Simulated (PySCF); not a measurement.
C5H6F3OP.
Atom-mapped SMILES: `[CH2:1]=[CH:2][C@@H:3]1[CH2:4][P@:5]1(=[O:6])[C:7]([F:8])([F:9])[F:10]` (hydrogens: H11, H12 on C1; H13 on C2; H14 on C3; H15, H16 on C4)

The same species was optimised twice, with GFN2-xTB and with PBE0-D3(BJ)/def2-SVP (PySCF), and the same property calculations (PySCF, gas phase) were run on both structures.

```
     coordinate  GFN2-xTB  PBE0-D3(BJ)/def2-SVP  change
      P5=O6 (Å)     1.462                 1.488  +0.026
      C3–P5 (Å)     1.823                 1.805  -0.018
      C4–P5 (Å)     1.799                 1.781  -0.018
      C1=C2 (Å)     1.324                 1.335  +0.011
      C2–C3 (Å)     1.467                 1.476  +0.009
      C3–C4 (Å)     1.572                 1.566  -0.006
     C7–F10 (Å)     1.333                 1.327  -0.006
      C7–F8 (Å)     1.333                 1.338  +0.005
      P5–C7 (Å)     1.884                 1.880  -0.004
      C7–F9 (Å)     1.331                 1.328  -0.003
   C3–P5–C7 (°)     113.1                 108.5    -4.6
   C4–P5–O6 (°)     127.1                 130.4    +3.3
   C2–C3–C4 (°)     119.2                 121.6    +2.4
   C3–P5–O6 (°)     127.0                 129.4    +2.4
   C4–P5–C7 (°)     109.3                 107.3    -2.0
   P5–C7–F8 (°)     113.8                 111.8    -2.0
   C1–C2–C3 (°)     123.3                 124.1    +0.8
  P5–C7–F10 (°)     109.1                 109.8    +0.7
C1–C2–C3–C4 (°)      -150                  -147      +3
C4–P5–C7–F8 (°)       -24                   -11     +13
```

Rotational constants: A = 1612, B = 910.4, C = 742.4 MHz (GFN2-xTB) against A = 1579, B = 952.0, C = 765.8 MHz (PBE0-D3(BJ)/def2-SVP). Point groups within 0.08 Å: C1 and C1.

On the GFN2-xTB structure: HOMO (eV) -7.34 [PBE0/pcSseg-1]; LUMO (eV) -0.68 [PBE0/pcSseg-1]; dipole (D) 3.86 [PBE0/pcSseg-1]; GIAO shielding of C1 (ppm) 61.5 [PBE0/pcSseg-1]; GIAO shielding of C2 (ppm) 46.7 [PBE0/pcSseg-1]; GIAO shielding of C3 (ppm) 150.8 [PBE0/pcSseg-1]; GIAO shielding of C4 (ppm) 166.8 [PBE0/pcSseg-1]; GIAO shielding of P5 (ppm) 383.0 [PBE0/pcSseg-1]; GIAO shielding of O6 (ppm) 301.6 [PBE0/pcSseg-1]; GIAO shielding of C7 (ppm) 54.9 [PBE0/pcSseg-1]; GIAO shielding of F8/F9/F10 (mean) (ppm) 248.3 [PBE0/pcSseg-1].

**Question.** What do these properties become on the PBE0-D3(BJ)/def2-SVP structure?

**Answer.** 
| property | level | on GFN2-xTB | on PBE0-D3(BJ)/def2-SVP | change |
| --- | --- | --- | --- | --- |
| HOMO (eV) | PBE0/pcSseg-1 | -7.34 | -7.34 | 0.00 |
| LUMO (eV) | PBE0/pcSseg-1 | -0.68 | -0.68 | 0.00 |
| dipole (D) | PBE0/pcSseg-1 | 3.86 | 3.85 | -0.01 |
| energy, GFN2-xTB geometry as zero (kcal/mol) | PBE0/pcSseg-1 | 0.0 | -1.4 | -1.4 |
| GIAO shielding of C1 (ppm) | PBE0/pcSseg-1 | 61.5 | 57.9 | -3.6 |
| GIAO shielding of C2 (ppm) | PBE0/pcSseg-1 | 46.7 | 44.9 | -1.8 |
| GIAO shielding of C3 (ppm) | PBE0/pcSseg-1 | 150.8 | 153.7 | +2.9 |
| GIAO shielding of C4 (ppm) | PBE0/pcSseg-1 | 166.8 | 165.4 | -1.4 |
| GIAO shielding of P5 (ppm) | PBE0/pcSseg-1 | 383.0 | 376.5 | -6.5 |
| GIAO shielding of O6 (ppm) | PBE0/pcSseg-1 | 301.6 | 300.4 | -1.2 |
| GIAO shielding of C7 (ppm) | PBE0/pcSseg-1 | 54.9 | 56.0 | +1.1 |
| GIAO shielding of F8/F9/F10 (mean) (ppm) | PBE0/pcSseg-1 | 248.3 | 249.9 | +1.6 |

The heavy atoms differ by 0.161 Å rms after alignment. Among bonds between heavy atoms P5=O6 changes most (+0.026 Å). Changes are differences of the printed values. Neither structure is proved a minimum here.

Conformer computed: `[CH2:1]=[CH:2][C@@H:3]1[CH2:4][P@:5]1(=[O:6])[C:7]([F:8])([F:9])[F:10]`: C1–C2–C3–C4 -147°, C4–P5–C7–F8 -11°.
